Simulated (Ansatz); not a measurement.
Pulling on the Mg1–H2 bond in HIMg (SMILES [MgH][I]) (multiplicity 1 held, fragments rigid). Energies count from the point at 1.682 Å.
Geometry at that point (charge 0, multiplicity 1):
```xyz
3

Mg     0.000     0.000    -2.028
H      0.000     0.000    -3.711
I      0.000     0.000     0.529
```

Restricted levels (R-, RO-) in cc, def2 and unpolarised 6-31G sets keep to the state of the molecule at rest. Unrestricted levels (U-) break spin symmetry where that is lower. Active spaces are followed from a long bond inwards. Curves can end on different states.

Frozen-core correlation. Filled d and f shells under p-block atoms count as core.

Run with Ansatz (an electronic-structure program) with Gaussian orbitals. Each number belongs to the level named beside it. In def2 rows elements past Kr take small-core potentials, without spin–orbit coupling.

Energies in kcal/mol.

```csv
R (Å),R-r2SCAN/def2-TZVPPD,U-r2SCAN/def2-TZVPPD,R-wB97X-V/def2-TZVPPD,"FIC-MRCISD+Q on CASSCF(2,2)/def2-TZVPPD"
1.346,20.8,20.8,20.5,21.3
1.514,4.3,4.3,4.2,4.4
1.682,0.0,0.0,0.0,0.0
1.851,2.4,2.4,2.7,2.4
2.019,8.4,8.4,9.1,8.3
2.271,20.3,20.3,21.8,19.9
2.524,33.0,33.0,35.6,31.9
2.944,52.3,49.5,57.4,48.8
3.365,67.7,57.9,76.1,59.9
3.870,81.0,63.4,94.0,66.5
4.543,92.1,66.5,111.7,69.3
5.384,99.1,67.4,126.4,70.0
```

Doubts at one or more of the structures used: a restricted determinant that unrestricted orbitals would lower (R-r2SCAN/def2-TZVPPD, R-wB97X-V/def2-TZVPPD); a spin-contaminated determinant (U-r2SCAN/def2-TZVPPD).
